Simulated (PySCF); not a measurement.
C3H3, doublet, at the geometry optimised at the base level, atoms displaced at random by about 0.05 Å a coordinate; PBE0/6-31G, frequencies in PySCF.

PySCF was given this input:
```python
from pyscf import gto, scf, dft
from pyscf.hessian import thermo

mol = gto.Mole()
mol.atom = '''
    C    -0.11346911    0.03091677    0.17278581
    C    -0.04423229    0.16607142    1.35260773
    C     0.04967621   -0.08104971   -1.32104741
    H     0.02215687    0.18405786    2.30908858
    H     0.95757456   -0.23978326   -1.80501850
    H    -0.94924746   -0.08857675   -1.81261688
'''
mol.basis = '6-31g'
mol.spin = 1
mol.verbose = 3
mol.build()

mf = dft.UKS(mol)
mf.xc = 'pbe0'
mf.kernel()
hess = mf.Hessian().kernel()
freq = thermo.harmonic_analysis(mf.mol, hess)
print('frequencies / cm-1', freq['freq_wavenumber'].round(1))
th = thermo.thermo(mf, freq['freq_au'], 298.15, 101325)
thermo.dump_thermo(mf.mol, th)
```

**Question.** Write the output that PySCF gives for this input, abridged.

**Answer.** 
```
converged SCF energy = -115.796920240608  <S^2> = 0.77011859  2S+1 = 2.0200184
frequencies / cm-1 [   0. +1108.9j    0. +1057.8j  241.3   +0.j   342.2   +0.j
  364.8   +0.j   782.4   +0.j   961.8   +0.j  1432.4   +0.j
 2273.4   +0.j  2974.1   +0.j  3714.7   +0.j  4701.4   +0.j ]
temperature 298.1500 [K]
pressure 101325.00 [Pa]
Rotational constants [GHz] 256.63704 9.06382 8.75871
Symmetry number 1
Zero-point energy (ZPE) 0.04052 [Eh]   106397.977 [J/mol]
                           tot       elec      trans        rot        vib
Entropy [J/mol/K]       263.727      5.763    154.455     84.914     18.595
Cv [J/mol/K]             50.521      0.000     12.472     12.472     25.578
Cp [J/mol/K]             58.836      0.000     20.786     12.472     25.578
Internal energy [J/mol]                      3718.434   3718.434 109934.834
Internal energy [Eh]   -115.75222  -115.79692
Enthalpy [J/mol]                             6197.391   3718.434 109934.834
Enthalpy [Eh]          -115.75127
Gibbs free energy [J/mol]                  -39853.320 -21598.716 104390.663
Gibbs free energy [Eh] -115.78122
```
